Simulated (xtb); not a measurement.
FO$_{2}$W, doublet, geometry from GFN2-xTB (such geometries of metal compounds can be far from the true shape) (the multiplicity is a formal guess), atoms displaced at random by about 0.05 Å a coordinate; GFN2-xTB in xtb.

Here is a job for xtb.
```
$ xtb mol.xyz --gfn 2 --uhf 1 --opt crude --json

# file mol.xyz
4

W      0.10200875     0.00761143     0.12278941
O      1.53783455    -0.48917893    -0.67393100
O     -0.60357393    -0.82171744     1.33020197
F     -1.11669555     0.94409222    -1.05559783
```

Problem. Predict the main parts of the log of this xtb run.

Solution. 
```
   ID    Z sym.   atoms
    1   74 W      1
    2    8 O      2, 3
    3    9 F      4

           -------------------------------------------------
          |                Calculation Setup                |
           -------------------------------------------------

           -------------------------------------------------
          |                 G F N 2 - x T B                 |
           -------------------------------------------------

          ...................................................
          :                      SETUP                      :
          :.................................................:
          :  # basis functions                  22          :
          :  # atomic orbitals                  21          :
          :  # shells                            9          :
          :  # electrons                        25          :
          :  max. iterations                   250          :
          :  Hamiltonian                  GFN2-xTB          :
          :  restarted?                      false          :
          :  GBSA solvation                  false          :
          :  PC potential                    false          :
          :  electronic temp.          300.0000000     K    :
          :  accuracy                    1.0000000          :
          :  -> integral cutoff          0.2500000E+02      :
          :  -> integral neglect         0.1000000E-07      :
          :  -> SCF convergence          0.1000000E-05 Eh   :
          :  -> wf. convergence          0.1000000E-03 e    :
          :  Broyden damping             0.4000000          :
          :  net charge                          0          :
          :  unpaired electrons                  1          :
          ...................................................

 iter      E             dE          RMSdq      gap      omega  full diag
   1     -0.3640018 -0.364002E+00  0.443E+01    0.02       0.0  T
   2     -9.7593150 -0.939531E+01  0.366E+01    0.62       1.0  T
   3    -11.9976234 -0.223831E+01  0.397E+01    0.91       1.0  T
   4    -12.4469444 -0.449321E+00  0.255E+01    0.46       1.0  T
   5    -12.7661053 -0.319161E+00  0.246E+01    0.52       1.0  T
   6    -12.8324429 -0.663376E-01  0.244E+01    0.56       1.0  T
   7    -12.9014333 -0.689904E-01  0.244E+01    0.67       1.0  T
   8    -12.8810929  0.203404E-01  0.238E+01    0.54       1.0  T
   9    -13.7121105 -0.831018E+00  0.176E+01    0.87       1.0  T
  10    -12.3547739  0.135734E+01  0.289E+01    1.55       1.0  T
  11    -12.6802310 -0.325457E+00  0.293E+01    2.51       1.0  T
  12    -15.0159938 -0.233576E+01  0.228E+01    1.55       1.0  T
  13    -15.0381979 -0.222040E-01  0.186E+01    0.82       1.0  T
  14    -10.0477441  0.499045E+01  0.532E+01    0.31       1.0  T
  15    -10.1425774 -0.948333E-01  0.525E+01    0.29       1.0  T
  16    -10.8007286 -0.658151E+00  0.558E+01    0.11       1.0  T
  17    -11.9506422 -0.114991E+01  0.411E+01    0.12       1.0  T
  18    -14.9345243 -0.298388E+01  0.167E+01    0.97       1.0  T
  19    -10.4328809  0.450164E+01  0.507E+01    0.10       1.0  T
  20    -15.2738758 -0.484099E+01  0.759E+00    1.67       1.0  T
  21    -15.2555435  0.183323E-01  0.678E+00    1.55       1.0  T
  22    -15.2784352 -0.228917E-01  0.920E+00    1.06       1.0  T
  23    -15.2447468  0.336884E-01  0.682E+00    1.22       1.0  T
  24    -15.2951193 -0.503726E-01  0.697E+00    1.26       1.0  T
  25    -15.2934183  0.170102E-02  0.618E+00    1.34       1.0  T
  26    -15.2586280  0.347903E-01  0.760E+00    1.25       1.0  T
  27    -15.2684451 -0.981714E-02  0.728E+00    1.28       1.0  T
  28    -15.2829554 -0.145103E-01  0.674E+00    1.30       1.0  T
  29    -15.3227914 -0.398360E-01  0.457E+00    1.46       1.0  T
  30    -15.3214259  0.136554E-02  0.483E+00    1.44       1.0  T
  31    -15.3164522  0.497365E-02  0.487E+00    1.44       1.0  T
  32    -15.3250362 -0.858398E-02  0.421E+00    1.48       1.0  T
  33    -15.3346326 -0.959635E-02  0.350E+00    1.50       1.0  T
  34    -15.3378269 -0.319437E-02  0.322E+00    1.51       1.0  T
  35    -15.3404309 -0.260402E-02  0.290E+00    1.52       1.0  T
  36    -15.3433506 -0.291970E-02  0.245E+00    1.54       1.0  T
  37    -15.3467573 -0.340666E-02  0.178E+00    1.56       1.0  T
  38    -15.3489520 -0.219468E-02  0.119E+00    1.58       1.0  T
  39    -15.3499342 -0.982210E-03  0.819E-01    1.58       1.0  T
  40    -15.3503227 -0.388491E-03  0.628E-01    1.58       1.0  T
  41    -15.3504753 -0.152578E-03  0.554E-01    1.57       1.0  T
  42    -15.3506410 -0.165754E-03  0.398E-01    1.58       1.0  T
  43    -15.3507433 -0.102256E-03  0.203E-01    1.59       1.0  T
  44    -15.3507715 -0.282772E-04  0.740E-02    1.59       1.0  T
  45    -15.3507742 -0.264962E-05  0.353E-02    1.60       1.4  T
  46    -15.3507730  0.115469E-05  0.356E-02    1.60       1.4  T
  47    -15.3507739 -0.885528E-06  0.232E-02    1.60       2.2  T
  48    -15.3507749 -0.967929E-06  0.974E-03    1.60       5.1  T
  49    -15.3507751 -0.253350E-06  0.479E-03    1.60      10.4  T
  50    -15.3507752 -0.460367E-07  0.472E-03    1.60      10.6  T
  51    -15.3507752 -0.157315E-07  0.834E-04    1.60      59.9  T
  52    -15.3507752  0.279337E-08  0.158E-03    1.60      31.6  T
  53    -15.3507752 -0.274340E-08  0.513E-04    1.60      97.4  T

   *** convergence criteria satisfied after 53 iterations ***

         :::::::::::::::::::::::::::::::::::::::::::::::::::::
         ::                     SUMMARY                     ::
         :::::::::::::::::::::::::::::::::::::::::::::::::::::
         :: total energy             -15.296556111193 Eh    ::
         :: gradient norm              0.101465209798 Eh/a0 ::
         :: HOMO-LUMO gap              1.596725024559 eV    ::
         ::.................................................::
         :: SCC energy               -15.350775044953 Eh    ::
[...]
 * total energy  :   -15.2965561 Eh     change       -0.5411920E-09 Eh
 * total energy  :   -15.3018176 Eh     change       -0.5261486E-02 Eh
 * total energy  :   -15.3040071 Eh     change       -0.2189498E-02 Eh
 * total energy  :   -15.3041499 Eh     change       -0.1427865E-03 Eh
   *** GEOMETRY OPTIMIZATION CONVERGED AFTER 4 ITERATIONS ***
[...]
          :  electronic temp.          300.0000000     K    :
          :  accuracy                    1.0000000          :
          :  -> integral cutoff          0.2500000E+02      :
          :  -> integral neglect         0.1000000E-07      :
          :  -> SCF convergence          0.1000000E-05 Eh   :
          :  -> wf. convergence          0.1000000E-03 e    :
          :  Broyden damping             0.4000000          :
          :  net charge                          0          :
          :  unpaired electrons                  1          :
          ...................................................

 iter      E             dE          RMSdq      gap      omega  full diag
   1    -15.3493022 -0.153493E+02  0.190E-05    1.97       0.0  T
   2    -15.3493022  0.601830E-11  0.375E-05    1.97    1333.9  T
   3    -15.3493022 -0.709477E-11  0.145E-05    1.97    3453.4  T

   *** convergence criteria satisfied after 3 iterations ***

         :::::::::::::::::::::::::::::::::::::::::::::::::::::
         ::                     SUMMARY                     ::
         :::::::::::::::::::::::::::::::::::::::::::::::::::::
         :: total energy             -15.304149882450 Eh    ::
         :: gradient norm              0.007473225078 Eh/a0 ::
         :: HOMO-LUMO gap              1.973457348640 eV    ::
         ::.................................................::
         :: SCC energy               -15.349302073075 Eh    ::
         :: -> isotropic ES           -0.033244673503 Eh    ::
         :: -> anisotropic ES          0.002899360177 Eh    ::
         :: -> anisotropic XC          0.000903065920 Eh    ::
         :: -> dispersion             -0.002000722013 Eh    ::
         :: repulsion energy           0.045152190625 Eh    ::
         :: add. restraining           0.000000000000 Eh    ::
         :: total charge               0.000000000000 e     ::
         :::::::::::::::::::::::::::::::::::::::::::::::::::::

           -------------------------------------------------
          |                Property Printout                |
           -------------------------------------------------

    * Orbital Energies and Occupations

         #    Occupation            Energy/Eh            Energy/eV
      -------------------------------------------------------------
         1        2.0000           -0.9328187             -25.3833
         2        2.0000           -0.7488335             -20.3768
         3        2.0000           -0.7148518             -19.4521
         4        2.0000           -0.5914181             -16.0933
         5        2.0000           -0.5756346             -15.6638
         6        2.0000           -0.5743770             -15.6296
         7        2.0000           -0.5158958             -14.0382
         8        2.0000           -0.5049869             -13.7414
         9        2.0000           -0.4834027             -13.1541
        10        2.0000           -0.4786855             -13.0257
        11        2.0000           -0.4763912             -12.9633
        12        2.0000           -0.4590890             -12.4924
        13        1.0000           -0.4040559             -10.9949 (HOMO)
        14                         -0.3315327              -9.0215 (LUMO)
        15                         -0.2712022              -7.3798
        16                         -0.2047307              -5.5710
        17                         -0.1956318              -5.3234
        18                         -0.1693065              -4.6071
        19                          0.1166730               3.1748
        20                          0.3231114               8.7923
        21                          0.3348827               9.1126
      -------------------------------------------------------------
                  HL-Gap            0.0725232 Eh            1.9735 eV
             Fermi-level           -0.3996850 Eh          -10.8760 eV

     #   Z          covCN         q      C6AA      α(0)
     1  74 W        2.420     1.122   385.450    43.301
     2   8 O        0.830    -0.433    22.365     6.340
     3   8 O        0.830    -0.432    22.343     6.337
     4   9 F        0.760    -0.257    11.847     4.065

 Mol. C6AA /au·bohr⁶  :       1017.847920
 Mol. C8AA /au·bohr⁸  :      91344.192204
 Mol. α(0) /au        :         60.043082

Wiberg/Mayer (AO) data.
largest (>0.10) Wiberg bond orders for each atom

 ---------------------------------------------------------------------------
     #   Z sym  total        # sym  WBO       # sym  WBO       # sym  WBO
 ---------------------------------------------------------------------------
     1  74 W    5.601 --     3 O    2.232     2 O    2.232     4 F    1.137
     2   8 O    2.438 --     1 W    2.232     3 O    0.140
     3   8 O    2.439 --     1 W    2.232     2 O    0.140
     4   9 F    1.269 --     1 W    1.137
 ---------------------------------------------------------------------------

Topologies differ in total number of bonds
Writing topology from bond orders to xtbtopo.mol

molecular dipole:
                 x           y           z       tot (Debye)
 q only:       -0.127       0.724      -0.026
   full:       -0.797       1.221      -0.660       4.067
molecular quadrupole (traceless):
                xx          xy          yy          xz          yz          zz
 q only:       -1.855       2.134       2.466       2.394       3.248      -0.610
  q+dip:       -1.936       1.965       2.589       2.145       3.017      -0.653
   full:       -1.953       1.962       2.596       2.300       3.040      -0.644

optimized geometry written to: xtbopt.xyz

           -------------------------------------------------
          | TOTAL ENERGY              -15.304149882450 Eh   |
          | GRADIENT NORM               0.007473225078 Eh/α |
          | HOMO-LUMO GAP               1.973457348640 eV   |
           -------------------------------------------------

normal termination of xtb
```
